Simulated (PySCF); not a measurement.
## Dipole response of Re (rhenium, neutral)

[Xe] 4f14 5d5 6s1 6p1, high-spin 8P determinant (an excited configuration). Calculation: PySCF 2.14, in aug-cc-pVTZ-PP with one added diffuse shell each of s, p, d, f, g type with ECP60MDF (7s7p6d4f3g, 113 functions); scalar relativity through the core potential. Coupled (time-dependent) response in atomic units; α is the mean over directions.

| method | mean α (bohr³) | α xx, yy, zz | C₆ (like pair) | S(−4) |
| --- | --- | --- | --- | --- |
| PBE0 | 103.4 | 78.06, 154.1, 78.06 | 1238 | 7451 |

S(−4) is the Cauchy moment in α(ω) = α(0) + S(−4) ω² + …

Spin-orbit coupling is absent.

α(iu) at PBE0:

```json
{"u (hartree)": "0", "α(iu) (bohr³)": "103.4"}
{"u (hartree)": "0.0500", "α(iu) (bohr³)": "88.76"}
{"u (hartree)": "0.100", "α(iu) (bohr³)": "66.36"}
{"u (hartree)": "0.200", "α(iu) (bohr³)": "38.92"}
{"u (hartree)": "0.300", "α(iu) (bohr³)": "25.92"}
{"u (hartree)": "0.500", "α(iu) (bohr³)": "14.65"}
{"u (hartree)": "0.750", "α(iu) (bohr³)": "9.072"}
{"u (hartree)": "1.00", "α(iu) (bohr³)": "6.361"}
{"u (hartree)": "1.50", "α(iu) (bohr³)": "3.740"}
{"u (hartree)": "2.00", "α(iu) (bohr³)": "2.489"}
{"u (hartree)": "3.00", "α(iu) (bohr³)": "1.331"}
{"u (hartree)": "5.00", "α(iu) (bohr³)": "0.5549"}
```

A single London oscillator, α(iu) = α/(1 + u²/ω²), gives C₆ = (3/4) ω α². Matching the computed C₆ needs ω = 4 × 1238 / (3 × 103.4²) = 0.154 hartree.

The components differ because the open shell of this determinant is not spherical; for a pure term their mean is the scalar polarisability.

Energies and moments cover only the electrons outside the core potential. Spin-orbit coupling, absent here, splits the open shell strongly.
